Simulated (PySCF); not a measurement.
**Computed NMR parameters against published values**

Bonds (- single, = double, # triple, : aromatic): C1-N2, N2-C3, C3:C4, C4:C5, C5:C6, C6:N7, N7:C8, C8:C3. C1 carries H9, H10, H11; N2 carries H12; C4 carries H13; C5 carries H14; C6 carries H15; C8 carries H16.

Published estimates (parent shift plus substituent increments) and measurements: δ $^{13}$C C3 146.8; C6 137.9; C8 136.2; C5 124.3; C4 117.7 ppm (estimated from measurements, as parent shift plus tabulated substituent increment; solution, not stated per compound (mostly CDCl3 or CCl4); Pretsch, Buehlmann, Badertscher, Structure Determination of Organic Compounds, 4th ed. (2009)).

PySCF 2.14.0 with density-fitted response routines calculation with shielding tensors at PBE0/pcSseg-1 (GIAO) and GFN2-xTB structure; averaged over atoms made equivalent by symmetry, fast rotation or ring inversion, gas phase, one computed conformer, no relativistic terms.

Task: What does the calculation give, and how does it compare?

Result: 
Reference values: estimated from measurements, as parent shift plus tabulated substituent increment (solution, not stated per compound (mostly CDCl3 or CCl4); Pretsch, Buehlmann, Badertscher, Structure Determination of Organic Compounds, 4th ed. (2009)).
```
atoms    quantity  reference  computed  computed, scaled
   C3  δ $^{13}$C      146.8     148.6             142.7
   C6  δ $^{13}$C      137.9     143.5             137.7
   C8  δ $^{13}$C      136.2     141.5             135.8
   C5  δ $^{13}$C      124.3     128.7             123.2
   C4  δ $^{13}$C      117.7     117.6             112.4
```

Computed shifts are σ(ref) − σ with the named reference compound (TMS for H and C) calculated as an isolated molecule at the same level. The measured values may be among those fitted. Shieldings were converted by linear fits to measured shifts (mostly CDCl3, TMS scale, for H and C): $^{13}$C: δ = 179.97 − 0.974σ (rms 2.1 ppm, 958 shifts, 2.3 ppm with the 13 outliers that the fit left out). Occasional misses reach two or three times the rms, and more in compound classes unlike the fitted ones.

Task: How far are the unscaled $^{13}$C shifts from the references?

Result: Mean signed difference +3.40 ppm, mean absolute 3.44 ppm over 5 comparisons; the largest is +5.6 ppm at C6 (aromatic CH next to a ring nitrogen).
